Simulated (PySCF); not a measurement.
**Levels of W⁵⁵⁺ from EOM-EA-GCCSD**

Reference: closed-shell W⁵⁶⁺, [Ar]; one electron is added. Calculated with PySCF 2.14, two-component X2C-1e with screened spin-orbit coupling, an uncontracted even-tempered set (17 s from 5.7 bohr⁻², ratio 2.6; 14 p from 7.4 bohr⁻², ratio 2.6; 5 d from 7.6 bohr⁻², ratio 2.8; 3 f from 120 bohr⁻², ratio 2.8); frozen [Ne]; the 60 highest virtual spinors dropped; of the others 50 kept and the rest restored at second order. No Breit or QED terms. Binding energies in eV.

| level | Koopmans | second order | EOM-CCSD |
| --- | --- | --- | --- |
| 3d3/2 | 5335.9 | 5337.2 | 5336.9 |
| 3d5/2 | 5260.3 | 5261.3 | 5261.0 |

For comparison, the ionisation energy of W⁵⁵⁺ is 5348 ± 4 eV (semi-empirical (NIST evaluation); NIST Atomic Spectra Database, ionization energies).

Only part of the computed levels is shown.
